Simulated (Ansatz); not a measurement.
Program: Ansatz. Geometries: PBE0-D4/def2-TZVP. ΔE: electronic, gas phase. CCSD(T)/CBS is the MP2 limit (def2-TZVPP, def2-QZVPP) plus CCSD(T) − MP2 in def2-TZVPP, frozen cores. For Se outer-core shells are correlated without core-valence functions, which leaves a few kJ/mol of doubt a bond. Scalar relativity is left out up to krypton. One conformer a species, not always the lowest.

Consider the substitution at a C–Si bond: `C=C[SiH](O)[SiH2]O` + `O[SiH2][SeH]` → `C=C[Se][SiH2]O` + `O[SiH2][SiH2]O`.

```tsv
species	CCSD(T)/CBS(def2) energy (Eh)
`C=C[SiH](O)[SiH2]O`	-809.49342
`O[SiH2][SeH]`	-2767.43299
`C=C[Se][SiH2]O`	-2844.71762
`O[SiH2][SiH2]O`	-732.19355
```

(1) Work out ΔE.

Largest T1 diagnostic among the species: 0.012.

Results:

(1) ΔE = (-2844.71762) + (-732.19355) − (-809.49342) − (-2767.43299) = 0.01524 Eh = +9.6 kcal/mol.

In def2-TZVPP, CCSD(T) changes the Hartree–Fock value by −2.9 kcal/mol (the triples alone add −0.7 kcal/mol) and MP2 by −3.9 kcal/mol. From PBE to PBE0 (25 % exact exchange), in def2-TZVPP and without D4, ΔE moves by +1.1 kcal/mol.
